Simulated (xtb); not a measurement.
C6H15In, charge +1, doublet, from a rough starting geometry (GFN-xTB shapes and energies of metal compounds can be far from the true ones) (a state made from the parent by changing its charge; the spin is typed, not shown lowest); GFN2-xTB in xtb 6.7.1.

xtb was given this input:
```
$ xtb mol.xyz --gfn 2 --chrg 1 --uhf 1 --opt vtight --json

# file mol.xyz
22

In     0.15627887    -0.33869896     0.11892916
C      2.33288888    -0.02922547    -0.53357185
C      2.53332404     1.33135730    -1.27392524
H      2.63916882    -0.80601371    -1.18492506
H      2.98327741    -0.00188034     0.32880999
H      2.18123988     2.09257944    -0.66904800
H      1.84955981     1.36030309    -2.25862903
H      3.57315351     1.52916556    -1.52736126
C     -0.64522994    -2.47008469     0.30243952
C     -1.29340619    -2.74464452     1.62595905
H      0.13571124    -3.13631863     0.13525978
H     -1.39250172    -2.62897231    -0.51122804
H     -2.11263100    -2.01198587     1.85350269
H     -0.54303945    -2.58298890     2.47604235
H     -1.68224802    -3.68879080     1.70781031
C     -1.15819435     1.43697030     0.62019790
C     -1.68309702     2.16083434    -0.66476493
H     -0.63330766     2.15377172     1.18837439
H     -2.00495369     1.09854451     1.14783835
H     -2.23350041     1.52270403    -1.28146299
H     -0.79197655     2.59605193    -1.20861413
H     -2.32446490     3.09781307    -0.44496111
```

What the program printed (banner, timings and long lists left out):

```
   ID    Z sym.   atoms
    1   49 In     1
    2    6 C      2, 3, 9, 10, 16, 17
    3    1 H      4-8, 11-15, 18-22

           -------------------------------------------------
          |                Calculation Setup                |
           -------------------------------------------------

           -------------------------------------------------
          |                 G F N 2 - x T B                 |
           -------------------------------------------------

          ...................................................
          :                      SETUP                      :
          :.................................................:
          :  # basis functions                  49          :
          :  # atomic orbitals                  48          :
          :  # shells                           30          :
          :  # electrons                        41          :
          :  max. iterations                   250          :
          :  Hamiltonian                  GFN2-xTB          :
          :  restarted?                      false          :
          :  GBSA solvation                  false          :
          :  PC potential                    false          :
          :  electronic temp.          300.0000000     K    :
          :  accuracy                    1.0000000          :
          :  -> integral cutoff          0.2500000E+02      :
          :  -> integral neglect         0.1000000E-07      :
          :  -> SCF convergence          0.1000000E-05 Eh   :
          :  -> wf. convergence          0.1000000E-03 e    :
          :  Broyden damping             0.4000000          :
          :  net charge                          1          :
          :  unpaired electrons                  1          :
          ...................................................

 iter      E             dE          RMSdq      gap      omega  full diag
   1    -21.4054301 -0.214054E+02  0.116E+01    2.89       0.0  T
   2    -21.3704334  0.349967E-01  0.484E+00    2.80       1.0  T
   3    -20.9079825  0.462451E+00  0.767E+00    3.55       1.0  T
   4    -21.2991360 -0.391154E+00  0.417E+00    2.88       1.0  T
   5    -21.4671415 -0.168005E+00  0.167E+00    3.00       1.0  T
   6    -21.4436213  0.235202E-01  0.156E+00    2.95       1.0  T
   7    -21.4776874 -0.340660E-01  0.641E-01    3.07       1.0  T
   8    -21.4708351  0.685226E-02  0.756E-01    3.03       1.0  T
[...]
 * total energy  :   -21.2048498 Eh     change        0.2044642E-06 Eh
 * total energy  :   -21.2048520 Eh     change       -0.2247073E-05 Eh
 * total energy  :   -21.2048527 Eh     change       -0.6960584E-06 Eh
 * total energy  :   -21.2048536 Eh     change       -0.8924836E-06 Eh
 * total energy  :   -21.2048539 Eh     change       -0.3009035E-06 Eh
 * total energy  :   -21.2048539 Eh     change       -0.3187547E-07 Eh
 * total energy  :   -21.2048542 Eh     change       -0.2776018E-06 Eh
 * total energy  :   -21.2048545 Eh     change       -0.3333904E-06 Eh
 * total energy  :   -21.2048545 Eh     change        0.2036699E-07 Eh
 * total energy  :   -21.2048546 Eh     change       -0.1019672E-06 Eh
 * total energy  :   -21.2048546 Eh     change        0.8061448E-08 Eh
 * total energy  :   -21.2048547 Eh     change       -0.4673298E-07 Eh
   *** GEOMETRY OPTIMIZATION CONVERGED AFTER 148 ITERATIONS ***
         :: total energy             -21.204854658946 Eh    ::
[...]
                             1 In   0.505    16 C    0.222     9 C    0.122
     3   6 C    3.987 --     2 C    1.077     7 H    0.955     6 H    0.955
                             8 H    0.911
     4   1 H    0.990 --     2 C    0.935
     5   1 H    0.990 --     2 C    0.935
     6   1 H    0.993 --     3 C    0.955
     7   1 H    0.993 --     3 C    0.955
     8   1 H    0.950 --     3 C    0.911
     9   6 C    3.774 --    10 C    1.095    12 H    0.939    11 H    0.939
                             1 In   0.447    16 C    0.163     2 C    0.122
    10   6 C    3.987 --     9 C    1.095    13 H    0.952    14 H    0.952
                            15 H    0.901
    11   1 H    0.990 --     9 C    0.939
    12   1 H    0.990 --     9 C    0.939
    13   1 H    0.992 --    10 C    0.952
    14   1 H    0.992 --    10 C    0.952
    15   1 H    0.954 --    10 C    0.901
    16   6 C    3.966 --    17 C    1.036    18 H    0.930    19 H    0.930
                             1 In   0.662     2 C    0.222     9 C    0.163
    17   6 C    3.984 --    16 C    1.036    20 H    0.960    21 H    0.960
                            22 H    0.950
    18   1 H    0.991 --    16 C    0.930
    19   1 H    0.991 --    16 C    0.930
    20   1 H    0.993 --    17 C    0.960
    21   1 H    0.993 --    17 C    0.960
    22   1 H    0.967 --    17 C    0.950
 ---------------------------------------------------------------------------

Topologies differ in total number of bonds
Writing topology from bond orders to xtbtopo.mol

molecular dipole:
                 x           y           z       tot (Debye)
 q only:        0.101      -0.484       0.104
   full:        0.121      -0.563       0.121       1.496
molecular quadrupole (traceless):
                xx          xy          yy          xz          yz          zz
 q only:        1.202       0.532       5.311      -8.725      -7.108      -6.513
  q+dip:        1.589      -0.340       4.917      -8.332      -6.277      -6.506
   full:        0.750       1.640       3.493      -6.625      -5.683      -4.243

optimized geometry written to: xtbopt.xyz

           -------------------------------------------------
          | TOTAL ENERGY              -21.204854658946 Eh   |
          | GRADIENT NORM               0.000166962562 Eh/α |
          | HOMO-LUMO GAP               2.137186923202 eV   |
           -------------------------------------------------
```
